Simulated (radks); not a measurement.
The numbers below are computed, except where a source is named.
Te III, 50 electrons, occupied as [Kr] 4d10 5s2 5p2.

Code: a radial shooting solver on a logarithmic mesh with Libxc functionals. Model: scalar-relativistic Kohn-Sham, BLYP, spin-unpolarised, spherical densities, finite nucleus; Fermi nuclear charge, rms radius 4.7423 fm.

Energy parts (Ry):
| part | energy |
|---|---|
| total | -13587.84348 |
| kinetic | 14236.49659 |
| electron-nucleus | -32796.98828 |
| Hartree | 5323.85782 |
| exchange-correlation | -351.20961 |

Orbitals (lengths in bohr, moments of r in powers of bohr):
orbital  occ.  eigenvalue (Ry)      <r>
1s          2        -2326.325  0.02781
2s          2        -357.9576   0.1199
2p          6        -321.5237   0.1047
3s          2        -72.35457   0.3222
3p          6        -60.51133   0.3203
3d         10        -42.59190   0.2968
4s          2        -13.48638   0.7643
4p          6         -9.81372   0.8206
4d         10         -4.46426   0.9686
5s          2         -2.39875    1.975
5p          2         -1.63322    2.348
6s          0         -0.77633    4.543

The highest occupied level is 5p at -22.221 eV. The electron density at the nucleus is 2.351e+05 e/bohr^3 (large components only). The density falls to 0.001 e/bohr^3 at r = 3.94 bohr.
